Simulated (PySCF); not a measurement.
# CsCl at PBE0

Level: PBE0. basis Cs x2c-TZVPall, Cl x2c-TZVPall; spin-free X2C with a Gaussian nucleus; PySCF 2.14.

```json
{"state": "¹Σ⁺ (singlet), closed shell", "bond length": "0.2889 nm", "harmonic wavenumber": "217 cm⁻¹", "force constant": "0.770 mdyn/Å", "rotational constant Be": "0.07295 cm⁻¹", "anharmonicity ωexe": "0.732 cm⁻¹", "vibration–rotation constant αe": "0.000339 cm⁻¹", "well depth De to Cs + Cl": "102.3 kcal/mol", "dissociation energy D0": "102.0 kcal/mol", "HOMO–LUMO gap": "4.95 eV", "bond order (Mayer)": "0.60", "dipole moment (positive dipole means Cs(−)Cl(+))": "-9.88 D"}
```

These are scalar-relativistic numbers at best; spin–orbit coupling would shift them, the dissociation energy most.
